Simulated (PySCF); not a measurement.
Compound: CH5F3GeOSi.
Cartesian coordinates in Å at the PBE0-D3(BJ)/def2-SVP level; atoms count from 1:
```xyz
12
CH5F3GeOSi angstrom
F     -2.903    0.434    0.593
C     -1.593    0.190    0.737
F     -1.445   -0.574    1.829
F     -0.994    1.370    1.006
Si    -0.820   -0.611   -0.842
O      0.793   -0.777   -0.590
Ge     2.131    0.217    0.064
H     -1.453   -1.941   -1.037
H     -1.141    0.317   -1.963
H      1.953    0.303    1.587
H      3.410   -0.536   -0.322
H      2.061    1.605   -0.595
```

Method: TDDFT wB97X-D/def2-SVPD, vertical, gas phase, core orbitals frozen in the response in PySCF 2.14.0, density-fitted response routines. The wB97X-D/def2-SVPD calculation is non-relativistic and has no spin–orbit coupling, an omission that weighs most on germanium.

Broadening: Gaussians 0.4 eV wide at half height, area fixed by f = 4.319×10⁻⁹ ∫ε dν̃. The width is an assumption, not a result. The curve ends short of the highest state used, and states not computed would add to its high-energy end.

(E (eV), ε (L mol⁻¹ cm⁻¹)): (6.57, 0), (6.63, 1), (6.68, 1), (6.74, 4), (6.80, 9), (6.85, 17), (6.91, 32), (6.97, 55), (7.02, 81), (7.08, 121), (7.14, 170), (7.19, 218), (7.25, 280), (7.31, 339), (7.37, 381), (7.42, 391), (7.48, 368), (7.54, 311), (7.59, 247), (7.65, 170), (7.71, 109), (7.76, 80), (7.82, 82), (7.88, 143), (7.93, 264), (7.99, 537), (8.05, 1016), (8.10, 1620), (8.16, 2626), (8.22, 3923), (8.27, 5164), (8.33, 6720), (8.39, 8188), (8.44, 9226), (8.50, 10138), (8.56, 10604)

Q: Locate the maxima and give the states behind the curve.

A: 167 nm (7.41 eV), ε about 390, made up of S2 (91%) (ε in L mol⁻¹ cm⁻¹; maxima over ε = 5, shares over 10%). At its high-energy end, 8.56 eV, the curve is still rising (ε about 11000, from S5, S6 and S7). The states used: S1 7.17 eV (f 0.0014); S2 7.44 eV (f 0.0054); S3 8.23 eV (f 0.011); S4 8.35 eV (f 0.0042); S5 8.40 eV (f 0.066); S6 8.61 eV (f 0.093); S7 8.79 eV (f 0.051); S8 9.03 eV (f 0.045); S9 9.09 eV (f 0.025); S10 9.16 eV (f 0.025).

Q: Coming from long wavelengths, where does ε first pass 100 L mol⁻¹ cm⁻¹?

A: At about 176 nm (7.05 eV), 0.12 eV below S1.

Q: What would ε be at 7.41 eV, the highest of these maxima, with half the width (0.2 eV)?

A: About 689 L mol⁻¹ cm⁻¹ against 391, a factor of about 1.8; a lone state at its own centre would give exactly 2.

All these states lie below the vertical ionisation energy of 10.96 eV (ΔSCF).

One conformer stands for the species.
